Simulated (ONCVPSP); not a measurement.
Ge: variants of one ONCV potential

Base potential:

| Item | Value |
| --- | --- |
| Element | germanium |
| Generator | ONCVPSP 4.0.1 |
| Type | optimised norm-conserving Vanderbilt (ONCV) |
| Functional | LDA (Perdew-Wang 92) |
| Relativity | scalar-relativistic |
| Frozen core | [Ar] |
| Valence charge | 14 |
| Reference configuration | 3d10 4s2 4p2 |
| Partial waves | 4s: rc 1.60 bohr, ncon 4, nbas 8, qcut 3.7 1/bohr, 2 projectors, debl 1.8 Ha; 4p: rc 1.60 bohr, ncon 4, nbas 9, qcut 5.1 1/bohr, 2 projectors, debl 1.8 Ha; 3d: rc 0.65 bohr, ncon 4, nbas 7, qcut 16.7 1/bohr, local |
| Local potential | the d channel |
| Core correction | none |

All-electron outer shells of the reference configuration (LDA (PZ), scalar-relativistic, ld1.x):

```tsv
shell	level (eV)	outermost node (bohr)	outermost maximum (bohr)
3s	-167.73	0.26	0.54
3p	-115.38	0.23	0.54
3d	-29.55	–	0.50
4s	-11.95	0.77	1.73
4p	-4.05	0.82	2.19
```

Cutoffs, loose and tight: the cutoffs (Ha) at which the residual kinetic energy of the hardest occupied pseudo-wave falls to 1 and 0.1 mHa per electron. They do not see the model core or the augmentation charge, which bear on the density cutoff. Test errors are all-electron minus pseudo excitation energies from the reference, over the configurations 3d10 4s2 4p1; 3d10 4s2 4p0; 3d10 4s1 4p0; 3d9 4s2 4p3. A dash means not determined; rows that change the core or the reference have their own tests.

1 further variants are left out, since the program set their typed debl aside.

A true bound ghost makes a file unfit for plane-wave use even where its test errors are small: the radial tests pick states by their node count and pass the ghost by.

| change | outcome | cutoff, loose | cutoff, tight | bound ghosts | GHOST(+) flags above zero | largest test error (meV) |
| --- | --- | --- | --- | --- | --- | --- |
| base | generated | 373 Ha | 441 Ha | s, p | s | -446 |
| reference 3d10 4s1; wave 4p: rc 1.60 bohr, ncon 4, nbas 9, qcut 5.1 1/bohr, 2 projectors, debl 1.8 Ha becomes p scattering state at 0.17 Ha: rc 1.60 bohr, ncon 4, nbas 9, qcut 5.1 1/bohr, 2 projectors, debl 1.8 Ha | generated, projector energies reset by the program | 374 Ha | 441 Ha | s, p | s | 3 of 4 tests not solved or not reliable |
| p: nproj 1 | generated | 373 Ha | 441 Ha | s, p | s | -430 |
| d: rc 0.56 | generated | 532 Ha | 643 Ha | s, p | s | -433 |
| p: qcut 6.7 | generated | 373 Ha | 441 Ha | s, p | s, p | -487 |
| core correction Teter function fitted to the true core (icmod 2), fcfact 0.7 | generated | 373 Ha | 441 Ha | s, p | s | -503 |

**Question.** What comes out with this change to the base: all radii scaled by about 1.15 (s 1.84, p 1.84, d 0.76 bohr)?

**Answer.** outcome: generated; cutoff, loose: 140 Ha; cutoff, tight: 289 Ha; bound ghosts: s, p; GHOST(+) flags above zero: s; largest test error (meV): -452.
